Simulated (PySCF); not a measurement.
## Magnetic susceptibility: `C=C1C(=C)C(CF)=C1Cl`, C₇H₆ClF

Geometry:
```
atom   x (Å)   y (Å)   z (Å)
  C1  -2.305  -1.250   0.080
  C2  -1.075  -0.771   0.052
  C3  -0.429   0.576  -0.038
  C4  -0.840   1.828  -0.114
  C5   0.884  -0.106   0.005
  C6   2.285   0.376  -0.007
  F7   2.411   1.522  -0.754
  C8   0.291  -1.325   0.089
 Cl9   0.877  -2.912   0.215
 H10  -3.159  -0.598   0.030
 H11  -2.495  -2.307   0.154
 H12  -0.140   2.643  -0.177
 H13  -1.888   2.074  -0.124
 H14   2.620   0.631   1.008
 H15   2.958  -0.372  -0.441
```

Level of theory: GIAO wB97X-D/pcSseg-1 magnetisability, rotational g tensor and spin-rotation constants, non-relativistic, gas phase (PySCF 2.14.0). Geometry: GFN2-xTB.

Question: How diamagnetic is it, and how anisotropic?

Answer: Isotropic -1265 × 10⁻³⁰ J/T², or -76.2 × 10⁻⁶ cm³/mol; principal values -1510, -1195, -1091 × 10⁻³⁰ J/T², anisotropy 377 × 10⁻³⁰ J/T² (root of half the summed squared differences of the principal values). The susceptibility is in cgs units.

Question: Split it along the inertial axes a, b, c into diamagnetic and paramagnetic parts about the centre of mass, with the quadrupole moment.

Answer: 
```
axis  χ (10⁻⁶ cm³/mol)  diamagnetic (10⁻⁶ cm³/mol)  paramagnetic (10⁻⁶ cm³/mol)  summed x² of all electrons (Å²)  quadrupole Θ (D Å)
   a             -71.8                      -804.6                        732.8                            235.5               -4.43
   b             -66.7                     -1069.1                       1002.5                            173.2               +8.92
   c             -90.1                     -1733.8                       1643.7                             16.5               -4.49
```
Anisotropies 2χaa − χbb − χcc = +13.2 and 2χbb − χaa − χcc = +28.6 × 10⁻⁶ cm³/mol. Θ is traceless in Buckingham's convention.

Question: And the rotational g tensor?

Answer: 
| axis | rotational constant (GHz) | g | nuclear part | electronic part |
| --- | --- | --- | --- | --- |
| a | 1.6983 | -0.0230 | 0.5616 | -0.5847 |
| b | 1.1509 | -0.0226 | 0.5194 | -0.5420 |
| c | 0.6966 | -0.0034 | 0.5344 | -0.5379 |

Asymmetric top; isotopes 12C, 35Cl, 19F, 1H; no vibrational averaging.
